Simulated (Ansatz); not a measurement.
Abridged output of a molecular run in Ansatz:

```
Functional definition: HF
2082 factors; integrals over basis functions are off by at most 8.8e-4 eV
mean field evaluation 1: about -20357.7280 eV, gradient 4.9e1 eV
mean field evaluation 2: about -20358.1975 eV, gradient 4.9e1 eV
mean field evaluation 4: about -20362.7712 eV, gradient 5.3e0 eV
mean field evaluation 8: about -20362.8566 eV, gradient 4.8e-1 eV
mean field evaluation 16: about -20362.8577 eV, gradient 1.2e-6 eV
mean field -20362.85770236 eV, -748.3212181212 hartree, gradient 1.2e-6 eV, S^2 0.000000; 0 other end points of the search recorded, 0 dependent functions left out; unrestricted orbitals would lower it
10 core orbitals not correlated: weight in the atoms' cores, before any rotation towards them, 1.000 or more for the frozen orbitals, at most 0.000 for the correlated occupied ones
reference -20362.85770236 eV, -748.3212181212 hartree; 29, 29 occupied and 271, 271 virtual orbitals, 2082 factors
second order -56.54826559 eV of doubles, -0.00000000 eV of singles
cycle   1  -55.36558507 eV  change     1.2e0 eV  update   1.6e-1
cycle   2  -56.53304503 eV  change    -1.2e0 eV  update   5.1e-2
cycle   3  -56.82831548 eV  change   -3.0e-1 eV  update   2.4e-2
cycle   4  -56.79658748 eV  change    3.2e-2 eV  update   5.8e-3
cycle   5  -56.78706118 eV  change    9.5e-3 eV  update   2.3e-3
cycle   6  -56.79000804 eV  change   -2.9e-3 eV  update   7.7e-4
cycle   7  -56.79024389 eV  change   -2.4e-4 eV  update   2.7e-4
cycle   8  -56.78981847 eV  change    4.3e-4 eV  update   1.0e-4
cycle   9  -56.78978726 eV  change    3.1e-5 eV  update   4.0e-5
perturbative correction -2.09174452 eV, -0.0768701934 hartree
Total energy: -20421.73923415 eV, -750.4850745028 hartree
```

Its atoms:

Z-matrix (Å, degrees):
```
C
F 1 1.305
C 1 1.330 2 124.0
F 1 1.305 2 112.3 3 -179.2
F 3 1.337 1 118.1 2 177.4
C 3 1.449 1 125.0 2 -4.5
F 6 1.337 3 116.8 1 -33.0
C 6 1.330 3 125.0 1 149.0
F 8 1.305 6 124.0 3 -4.6
F 8 1.305 6 123.7 3 174.6
```

Question: Which basis set was used?
A. def2-QZVPP
B. def2-TZVPP
C. def2-SVP
D. cc-pV(D+d)Z

Answer: B. It gives 310 functions.

Question: Write the keys of the input that set method, charge and spin (a neutral closed shell needs none for the last two).

Answer: 
```yaml
correlation: {method: ccsd_t}
```
